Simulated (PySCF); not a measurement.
**Electronic absorption of C5H13NP2**

C₅H₁₃NP₂.
SMILES: `CP1CCP(N)CC1`

Level of theory: PySCF, TDDFT CAM-B3LYP/def2-SVPD, vertical, gas phase, core orbitals frozen in the response. The structure is a single PBE0-D3(BJ)/def2-SVP conformer in the gas phase; no vibrational or solvent corrections.

**Question.** Predict the UV-vis stick spectrum at this level.

**Answer.** 

```json
{"state": "S1", "E (eV)": "6.13", "λ (nm)": "202.2", "ν̃ (cm⁻¹)": "49450", "f": "0.068", "main configurations (H = HOMO, L = LUMO)": "H-1→L (27%), H-1→L+1 (23%), H→L+1 (14%)"}
{"state": "S2", "E (eV)": "6.30", "λ (nm)": "196.8", "ν̃ (cm⁻¹)": "50820", "f": "0.020", "main configurations (H = HOMO, L = LUMO)": "H→L (56%), H→L+3 (20%), H→L+2 (10%)"}
{"state": "S3", "E (eV)": "6.34", "λ (nm)": "195.5", "ν̃ (cm⁻¹)": "51140", "f": "0.081", "main configurations (H = HOMO, L = LUMO)": "H→L+1 (39%), H→L+2 (22%), H-1→L+1 (10%)"}
{"state": "S4", "E (eV)": "6.51", "λ (nm)": "190.6", "ν̃ (cm⁻¹)": "52470", "f": "0.037", "main configurations (H = HOMO, L = LUMO)": "H-1→L (26%), H→L+2 (25%), H→L+1 (14%)"}
{"state": "S5", "E (eV)": "6.56", "λ (nm)": "188.9", "ν̃ (cm⁻¹)": "52930", "f": "0.013", "main configurations (H = HOMO, L = LUMO)": "H→L+2 (20%), H-1→L+2 (14%), H-1→L+1 (14%)"}
{"state": "S6", "E (eV)": "6.67", "λ (nm)": "185.8", "ν̃ (cm⁻¹)": "53810", "f": "0.023", "main configurations (H = HOMO, L = LUMO)": "H-2→L (38%), H-2→L+1 (16%), H-1→L (15%)"}
{"state": "S7", "E (eV)": "6.80", "λ (nm)": "182.3", "ν̃ (cm⁻¹)": "54870", "f": "0.050", "main configurations (H = HOMO, L = LUMO)": "H-1→L+2 (44%)"}
{"state": "S8", "E (eV)": "6.96", "λ (nm)": "178.3", "ν̃ (cm⁻¹)": "56100", "f": "0.038", "main configurations (H = HOMO, L = LUMO)": "H→L+5 (28%), H→L (17%), H→L+3 (11%)"}
{"state": "S9", "E (eV)": "7.18", "λ (nm)": "172.6", "ν̃ (cm⁻¹)": "57920", "f": "0.099", "main configurations (H = HOMO, L = LUMO)": "H→L+4 (40%)"}
{"state": "S10", "E (eV)": "7.25", "λ (nm)": "171.0", "ν̃ (cm⁻¹)": "58480", "f": "0.047", "main configurations (H = HOMO, L = LUMO)": "H-1→L+5 (16%), H→L+5 (11%), H-1→L+3 (10%)"}
```

Triplets, Tamm–Dancoff:

```
state  E (eV)  λ (nm)     main configurations (H = HOMO, L = LUMO)
   T1    5.15   240.7  H-1→L+1 (23%), H-1→L+3 (13%), H-1→L+2 (10%)
   T2    5.28   234.9        H→L+3 (23%), H→L+2 (13%), H→L+1 (12%)
   T3    5.46   227.2        H→L+2 (18%), H→L+5 (15%), H→L+3 (10%)
   T4    5.74   215.9    H-1→L+5 (13%), H-1→L (11%), H-1→L+3 (11%)
```

The lowest singlet comes at 202 nm (591 kJ/mol) in the ultraviolet; it is of moderate strength; its leading configuration is HOMO-1→LUMO (27%). The most intense listed level is S9 at 7.18 eV (173 nm, f = 0.099), 1.05 eV above S1. Löwdin shares by element: HOMO phosphorus 58%, carbon 16% or more (atoms not listed hold the other 26%); LUMO hydrogen 25% or more, carbon 10% or more, nitrogen 8% (atoms not listed hold the other 57%). Orbital energies (eV): HOMO-3 -9.82, HOMO-2 -8.72, HOMO-1 -7.85, HOMO -7.66, LUMO 1.21, LUMO+1 1.39, LUMO+2 1.62. Weighted by f, the mean energy of these states is 6.71 eV. The listed states span 1.12 eV, and the widest gap between neighbours is 0.23 eV (S8 to S9). All these states lie below the vertical ionisation energy of 8.35 eV (ΔSCF). The window holds the lowest 10 singlets.

On Arm Neoverse N1, one thread, no GPU, on a shared host, this took 26 min wall, 15 min CPU.
